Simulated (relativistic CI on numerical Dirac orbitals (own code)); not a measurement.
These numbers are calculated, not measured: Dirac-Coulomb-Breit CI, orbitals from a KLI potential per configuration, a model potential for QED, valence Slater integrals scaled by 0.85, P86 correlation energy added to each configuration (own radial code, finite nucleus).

CI space: 1s², 1s2s, 1s2p, 1s3s, 1s3p, 1s3d, 1s4s, 1s4p, 1s4d, 1s4f, 1s5s, 1s5p, 1s5d, 1s5f, 1s5g, 1s6s, 1s6p, 1s6d. Levels of other configurations are missing.

6 of the 6 excited levels that our extract of the measured tables holds in this range could be paired (the sources list more); they are missed by 3327 cm⁻¹ on average and 4644 at most, and levels without a partner can miss by more.

Outline of the computed level scheme of N VI. Lowest level of each configuration: 1s² ¹S0 at 0.000 eV; 1s2s ³S1 at 419.399 eV; 1s2p ³P°0 at 426.090 eV; 1s3s ³S1 at 494.445 eV; 1s3p ³P°0 at 496.180 eV; 1s3d ³D1 at 496.846 eV; 1s4s ³S1 at 519.815 eV; 1s4p ³P°0 at 520.522 eV; 1s4d ³D1 at 520.843 eV.

Some strong electric-dipole decays among the lowest 27 levels: 1s2p ¹P°1 → 1s² ¹S0 (1.9e+12 s⁻¹); 1s3p ¹P°1 → 1s² ¹S0 (6.0e+11 s⁻¹); 1s4p ¹P°1 → 1s² ¹S0 (2.7e+11 s⁻¹); 1s3d ³D3 → 1s2p ³P°2 (8.6e+10 s⁻¹); 1s3d ¹D2 → 1s2p ¹P°1 (8.3e+10 s⁻¹); 1s3d ³D2 → 1s2p ³P°1 (6.4e+10 s⁻¹); 1s3d ³D1 → 1s2p ³P°0 (4.8e+10 s⁻¹); 1s3d ³D1 → 1s2p ³P°1 (3.6e+10 s⁻¹).
